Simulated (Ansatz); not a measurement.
Consider the ligand exchange at the Si–C bond: `F[Si@H]1[GaH][C@@H]1[SiH3]` + `OB(S)S` → `[SiH3]OB(S)S` + `F[SiH]1[CH2][GaH]1`.

Computed with Ansatz on PBE0-D4/def2-TZVP structures; ΔE is electronic, products minus reactants. CCSD(T)/CBS is the MP2 limit (def2-TZVPP, def2-QZVPP) plus CCSD(T) − MP2 in def2-TZVPP, frozen cores. This one scheme is used for every species. For Ga outer-core shells are correlated without core-valence functions, which leaves a few kJ/mol of doubt a bond. Scalar relativity is left out up to krypton. Each species was taken in one conformer, which may not be the lowest.

| species | CCSD/CBS(def2) energy (Eh) |
| --- | --- |
| `F[Si@H]1[GaH][C@@H]1[SiH3]` | -2643.52811 |
| `OB(S)S` | -897.40204 |
| `[SiH3]OB(S)S` | -1187.71135 |
| `F[SiH]1[CH2][GaH]1` | -2353.24290 |

**Question.** Work out ΔE.

**Answer.** ΔE = (-1187.71135) + (-2353.24290) − (-2643.52811) − (-897.40204) = -0.02410 Eh = -63.3 kJ/mol. CCSD(T)/CBS gives -60.7 kJ/mol.

Largest T1 diagnostic among the species: 0.014.

In def2-TZVPP, CCSD(T) changes the Hartree–Fock value by +18.1 kJ/mol (the triples alone add +2.6 kJ/mol) and MP2 by +19.1 kJ/mol.
